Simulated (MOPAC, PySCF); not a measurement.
[Hf(NH2)4], neutral singlet in the gas phase. 

Cartesian coordinates (Å):
```xyz
13

Hf    -0.0058    -0.0367    -0.0836
N      0.5576     1.8791     0.4002
H      0.9715     2.5288    -0.2691
H      0.4306     2.3827     1.2765
N     -1.3281    -0.7593     1.3133
H     -2.3355    -0.8890     1.2360
H     -1.0408    -1.1281     2.2206
N     -0.8884     0.0054    -1.9385
H     -1.5298     0.7404    -2.2384
H     -0.7414    -0.6149    -2.7330
N      1.6365    -1.2711    -0.1097
H      2.6245    -1.0233    -0.1144
H      1.5761    -2.2879    -0.0482
```
Charge 0, spin multiplicity 1.

All levels are single points at this geometry (r2SCAN-D4/def2-SVP); Pople sets use spherical d functions. Orbital energies aren't observables, and empty levels follow the basis.

HF/6-31G* (LANL2DZ on Hf) in PySCF gives dipole (D) = 0.00.

Q: Estimate the dipole (D) from each of these levels: PBE-D3(BJ)/def2-TZVP in PySCF; TPSSh-D3(BJ)/def2-TZVP in PySCF; B3LYP/6-31G* (LANL2DZ on Hf) in PySCF; BP86/6-31G* (LANL2DZ on Hf) in PySCF; PBE/6-31G* (LANL2DZ on Hf) in PySCF; SVWN5/6-31G* (LANL2DZ on Hf) in PySCF; PM6 in MOPAC; PM7 in MOPAC.

A: 
| level | dipole (D) |
|---|---|
| PBE-D3(BJ)/def2-TZVP in PySCF | 0.00 |
| TPSSh-D3(BJ)/def2-TZVP in PySCF | 0.00 |
| B3LYP/6-31G* (LANL2DZ on Hf) in PySCF | 0.00 |
| BP86/6-31G* (LANL2DZ on Hf) in PySCF | 0.00 |
| PBE/6-31G* (LANL2DZ on Hf) in PySCF | 0.00 |
| SVWN5/6-31G* (LANL2DZ on Hf) in PySCF | 0.00 |
| PM6 in MOPAC | 0.00 |
| PM7 in MOPAC | 0.00 |
